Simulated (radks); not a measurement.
Values are calculated unless marked as measured or tabulated.
Q: Excited configurations of Ne2+: one electron is placed in a higher orbital outside [He] 2s2 2p3. The ground configuration is [He] 2s2 2p4. Code: a radial shooting solver on a logarithmic mesh with Libxc functionals. Model: non-relativistic Kohn-Sham, PBE, spin-unpolarised, spherical densities, point nucleus. Excitation = E - E(ground); binding = E(ion) - E, where the ion is the core of charge +3; n* = 3/sqrt(2 binding) in atomic units, and the quantum defect is n - n*.

outer orbital  excitation (eV)  binding (eV)     n*  quantum defect  eigenvalue (eV)  <r> (bohr)
3p                      47.474        19.963  2.477           0.523          -16.416       2.815
3d                      53.092        14.345  2.922           0.078          -11.220       3.223
4s                      55.448        11.989  3.196           0.804          -10.245       5.207
4p                      57.034        10.403  3.431           0.569           -8.810       5.693
5s                      60.350         7.087  4.157           0.843           -6.127       8.814
5f                      62.370         5.067  4.916           0.084           -4.255       10.27
6s                      62.754         4.683  5.113           0.887           -4.081       13.38
6p                      63.146         4.291  5.342           0.658           -3.729       14.31
6d                      63.649         3.788  5.686           0.314           -3.271       15.60
7p                      64.346         3.091  6.294           0.706           -2.704       20.07

Estimate the row for 5p.

A: excitation (eV) 61.077; binding (eV) 6.360; n* 4.388; quantum defect 0.612; eigenvalue (eV) -5.473; <r> (bohr) 9.523. The Delta-SCF ionisation energy is 67.437 eV (NIST Atomic Spectra Database: 63.423 eV, measured). Self-interaction in the functional shifts the binding energies and quantum defects, so they are the method's values and not measured ones. Spin polarisation and multiplet splitting are left out, so open shells lie too high by an amount that depends on their filling.

Beside tabulated values, note that spin-unpolarised runs miss the spin-polarisation part of the exchange energy of open shells.
